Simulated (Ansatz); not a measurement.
Start from `F[Si](Cl)(Cl)S[SiH2]Cl` and change one atom or group to get `F[SiH](Cl)Cl`.

Ansatz, PBE0-D4/def2-TZVP geometries, multiplicity 1. Each molecule was computed in one conformer, which needn't be the lowest.

```json
{"property": "HOMO–LUMO gap (PBE0/def2-TZVPP) / eV", "`F[Si](Cl)(Cl)S[SiH2]Cl`": "7.99"}
{"property": "HOMO energy (ωB97M-V/def2-TZVPP) / eV", "`F[Si](Cl)(Cl)S[SiH2]Cl`": "-10.62"}
{"property": "LUMO energy (PBE/def2-TZVPP) / eV", "`F[Si](Cl)(Cl)S[SiH2]Cl`": "-1.44"}
{"property": "HOMO–LUMO gap (B3LYP/def2-TZVPP) / eV", "`F[Si](Cl)(Cl)S[SiH2]Cl`": "7.48"}
{"property": "size of the dipole moment (PBE/def2-TZVPP) / D", "`F[Si](Cl)(Cl)S[SiH2]Cl`": "0.89"}
{"property": "HOMO energy (PBE/def2-TZVPP) / eV", "`F[Si](Cl)(Cl)S[SiH2]Cl`": "-7.21"}
```

(1) What does the change do to each property? (Best estimate.)

Results:

(1) Computed: 
```json
{"property": "HOMO–LUMO gap (PBE0/def2-TZVPP) / eV", "`F[SiH](Cl)Cl`": "9.87", "shift": "1.88"}
{"property": "HOMO energy (ωB97M-V/def2-TZVPP) / eV", "`F[SiH](Cl)Cl`": "-11.90", "shift": "-1.28"}
{"property": "LUMO energy (PBE/def2-TZVPP) / eV", "`F[SiH](Cl)Cl`": "-0.72", "shift": "0.72"}
{"property": "HOMO–LUMO gap (B3LYP/def2-TZVPP) / eV", "`F[SiH](Cl)Cl`": "9.36", "shift": "1.88"}
{"property": "size of the dipole moment (PBE/def2-TZVPP) / D", "`F[SiH](Cl)Cl`": "0.92", "shift": "0.03"}
{"property": "HOMO energy (PBE/def2-TZVPP) / eV", "`F[SiH](Cl)Cl`": "-8.21", "shift": "-1.00"}
```

With PBE0 the HOMO falls by 1.19 eV and the LUMO rises by 0.69 eV, so the gap widens by about 1.88 eV. PBE moves the HOMO by -1.00 eV and ωB97M-V by -1.28 eV. Dipoles are sizes alone; their direction can turn.

B3LYP here is the variant with VWN-RPA as its local correlation; programs differ in this.
